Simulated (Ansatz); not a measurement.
Wavefunction ladder for C₃H₇Al (`C1[CH2][AlH][CH2]1`)

Cartesian coordinates in Å:
```
C 0.8841 -0.2340 0.0067
C 0.3090 1.2142 0.0215
Al -1.4142 0.3419 0.3266
C -0.3261 -1.1916 -0.2100
H 1.3377 -0.4473 0.9791
H 1.6700 -0.3693 -0.7435
H 0.7963 1.8984 0.7166
H 0.3611 1.6706 -0.9736
H -2.8913 0.6844 0.8199
H -0.2693 -2.1380 0.3285
H -0.4571 -1.4293 -1.2718
```

The species carries charge 0 and has multiplicity 1. All single points use the PBE0-D4/def2-TZVP geometry. Frozen core, restricted reference, Ansatz. CBS rows extrapolate triple and quadruple zeta; past MP2 they add the triple-zeta difference.

| basis | HF (Eh) | MP2 corr. | CCSD corr. | (T) | CCSD(T) total |
| --- | --- | --- | --- | --- | --- |
| def2-SVP | -359.39165 | ? | -0.53671 | -0.01698 | ? |
| def2-TZVPP | -359.60427 | -0.59800 | -0.63920 | ? | ? |
| def2-QZVPP | ? | -0.63565 | – | – | – |
| CBS(def2) | ? | -0.66354 | -0.70475 | as TZ | ? |

Fill in the withheld values. (Best estimate.)

Computed: def2-SVP MP2 corr.: -0.48830; def2-SVP CCSD(T) total: -359.94534; def2-TZVPP (T): -0.02633; def2-TZVPP CCSD(T) total: -360.26980; def2-QZVPP HF (Eh): -359.61670; CBS(def2) HF (Eh): -359.61841; CBS(def2) CCSD(T) total: -360.34949.
